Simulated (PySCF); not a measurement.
H$_{3}$Sn, doublet (typed; the unrestricted solution is spin-contaminated), geometry from GFN2-xTB (such geometries of metal compounds can be far from the true shape) (the spin is typed, not shown lowest) (all electrons, no relativity), with bond 3-1 at 2.0 times its length. Base run: PySCF with PBE0/STO-3G.

Geometry (Å):
```xyz
4

Sn     0.0408     0.0090    -0.0184
H      0.0307    -0.5688     1.6807
H     -2.2890     2.7344     0.1492
H     -0.9488    -1.2519    -0.8257
```
Charge 0, spin multiplicity 2.
Orbitals are unrestricted.
All else is at PySCF's defaults.
Base energy -5966.61187 Eh.

Variants of this job, named by their change:

```tsv
change	ΔE vs base (mEh)	SCF cycles	<S^2>	outcome
base	0.000	18	0.959	converged
level_shift = 0.1 (with mf.max_cycle = 100)	1.195	22	0.766	another SCF solution
init_guess = mod_huckel	1.195	18	0.766	another SCF solution
DIIS = EDIIS	-	50	-	not converged
conv_tol = 1e-12	0.000	19	0.959	converged
init_guess = atom	1.195	20	0.766	another SCF solution
level_shift = 0.5 (with mf.max_cycle = 100)	0.000	41	0.959	converged
diis_space = 20	0.000	18	0.959	converged
diis = off; damp = 0.3 (with mf.diis_start_cycle = 200; with mf.max_cycle = 150)	-	150	-	not converged
init_guess = vsap	1.088	18	0.882	another SCF solution
conv_tol = 1e-7	0.000	17	0.959	converged
damp = 0.5; diis_start_cycle = 5	1.088	26	0.883	another SCF solution
solver = newton	449.4	-	0.752	another SCF solution
```

A guess, shift, damping, solver or small numerical setting can't move a converged solution much, so rows marked as another SCF solution ended in a different state.

Open shells are given as the SCF converged; they aren't shown to be the lowest states, and a large step between rows can be another state.
